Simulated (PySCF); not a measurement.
SMILES [O+]#[C-]->[W](<-[C-]#[O+])(<-[C-]#[O+])(<-[C-]#[O+])(<-[C-]#[O+])<-[C-]#[O+] (C6O6W), singlet at its PBE0/def2-SVP optimised geometry (Å):

```
13

W      0.0000    -0.0001     0.0000
O      0.0002    -3.0730     0.9515
C      0.0001    -1.9821     0.6136
O      0.0043    -0.9505    -3.0733
C      0.0024    -0.6132    -1.9821
O      3.2165    -0.0006    -0.0010
C      2.0745    -0.0001     0.0000
O     -3.2165     0.0002     0.0003
C     -2.0745    -0.0002    -0.0004
O     -0.0037     0.9507     3.0732
C     -0.0021     0.6133     1.9821
O     -0.0003     3.0730    -0.9510
C     -0.0002     1.9820    -0.6134
```

Computed with PBE0/def2-TZVP, def2 effective core potentials past Kr run with PySCF. The core electrons that the potentials of W replace are not part of the density. Cells within 0.4 Å of a nucleus heavier than hydrogen are left out (blank, or x).

Map of the log10 of the electron density (e/bohr³), floored at −4 on the plane z = 1.0 Å:

```
|00000000000000000000000000000|
|00000000000000000000000000000|
|00000000000000000000000000000|
|00000000000000000000000000000|
|00000000000000000000000000000|
|00000000000001110000000000000|
|00000000000012221000000000000|
|00000000000122322100000000000|
|00000000001233433210000000000|
|00000000112344444321100000000|
|00001122233455555433222110000|
|00012333444566666544433321000|
|00124455555567776555555442100|
|00134566666667776666666543100|
|00235666666667776666666653200|
|00134566666667776666666543100|
|00124455555566766555555442100|
|00012333444567776544433321000|
|00001122234568886543222110000|
|00000000123578x87532100000000|
|00000000023578987532000000000|
|00000000013579x97531000000000|
|00000000013579x97531000000000|
|00000000013578987531000000000|
|00000000002456765420000000000|
|00000000001234543210000000000|
|00000000000012221000000000000|
|00000000000000000000000000000|
|00000000000000000000000000000|
```
Scale: ten equal steps from -4.00 (start of '0') to -0.185 (end of '9'), in the order '0123456789'; x runs from -5.50 to 5.50, y from -5.50 (bottom) to 5.50 (top).
